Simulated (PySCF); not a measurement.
Vertical excitations of a molecule C3H5ClOSi from TDA-PBE/def2-SVPD (PySCF), as energy in eV (oscillator strength): 5.68 (0.012), 5.94 (0.000), 6.19 (0.001), 6.30 (0.004), 6.43 (0.021), 6.47 (0.002), 6.58 (0.000), 6.73 (0.004), 6.97 (0.007), 7.04 (0.000). Lowest triplet (TDA): 5.20 eV. The structure is a stationary point at PBE0-D3(BJ)/def2-SVP. One conformer was computed; it need not be the lowest.

### Question
Identify the compound among the candidates.
(A) Cl[SiH2]C1=COC1
(B) O=C1C[SiH](Cl)C1
(C) Cl[Si@@H]1C=COC1
(D) C#CC[Si@@H](O)Cl

### Answer
D, C#CC[Si@@H](O)Cl
